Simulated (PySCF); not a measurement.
H$_{4}$OSi, SMILES `O[SiH3]`, neutral singlet in the gas phase. 

Cartesian coordinates (Å):
```xyz
6

O      1.2143     0.1829     0.3431
Si    -0.3878    -0.0490     0.0348
H      1.7933     0.3523    -0.4005
H     -0.6120    -1.2216    -0.8550
H     -1.0242    -0.2868     1.3502
H     -1.0002     1.1423    -0.6154
```
Charge 0, spin multiplicity 1.

All levels are single points at this geometry (PBE0-D4/def2-TZVP); Pople sets use spherical d functions. Orbital energies aren't observables, and empty levels follow the basis.

B3LYP/3-21G in PySCF gives HOMO (eV) = -7.79.

Estimate the HOMO (eV) from each of these levels: B3LYP-D3(BJ)/def2-TZVP in PySCF; PBE-D3(BJ)/def2-TZVP in PySCF; PBE0-D4/def2-TZVP in PySCF; B3LYP/6-31G* in PySCF; BP86/6-31G* in PySCF; PBE/6-31G* in PySCF; SVWN5/6-31G* in PySCF; HF/6-31G* in PySCF.


```json
[
 {"level": "B3LYP-D3(BJ)/def2-TZVP in PySCF", "HOMO (eV)": "-8.52"},
 {"level": "PBE-D3(BJ)/def2-TZVP in PySCF", "HOMO (eV)": "-7.21"},
 {"level": "PBE0-D4/def2-TZVP in PySCF", "HOMO (eV)": "-8.73"},
 {"level": "B3LYP/6-31G* in PySCF", "HOMO (eV)": "-8.21"},
 {"level": "BP86/6-31G* in PySCF", "HOMO (eV)": "-6.99"},
 {"level": "PBE/6-31G* in PySCF", "HOMO (eV)": "-6.86"},
 {"level": "SVWN5/6-31G* in PySCF", "HOMO (eV)": "-6.91"},
 {"level": "HF/6-31G* in PySCF", "HOMO (eV)": "-12.35"}
]
```
